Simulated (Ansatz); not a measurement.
All numbers were calculated with Ansatz.

Basis-set series for CH₃FOSb (`C[O][Sb][F]`) radical. Total charge 0; spin multiplicity 2. Sb: def2 effective core potential. The structure was optimised at the PBE0-D4/def2-TZVP level. It is one conformer, not always the lowest.

```xyz
7

C    -0.420   -0.357    0.655
O    -0.297    0.970    0.182
Sb    0.327    1.390   -1.605
F     1.767    0.116   -1.625
H    -1.219   -0.897    0.134
H     0.513   -0.916    0.542
H    -0.671   -0.306    1.717
```

| functional | basis | functions | energy (Eh) | HOMO (eV) | LUMO (eV) |
| --- | --- | --- | --- | --- | --- |
| PBE0-D4 | def2-TZVPP | 185 | -455.12746 | -5.79 | -2.65 |
| PBE0-D4 | def2-QZVPP | 343 | -455.14375 | -5.82 | -2.67 |
| ωB97M-V | def2-TZVPP | 185 | -455.23779 | -7.78 | -0.94 |
| ωB97M-V | def2-QZVPP | 343 | -455.25370 | -7.81 | -0.99 |

Problem. Give the rows for def2-SVP. (Estimate.)

Solution. The calculation gave: 
```
functional     basis  functions  energy (Eh)  HOMO (eV)  LUMO (eV)
   PBE0-D4  def2-SVP         83   -454.84227      -5.62      -2.53
   ωB97M-V  def2-SVP         83   -454.94426      -7.60      -0.68
```

HOMO and LUMO are taken over both spins.
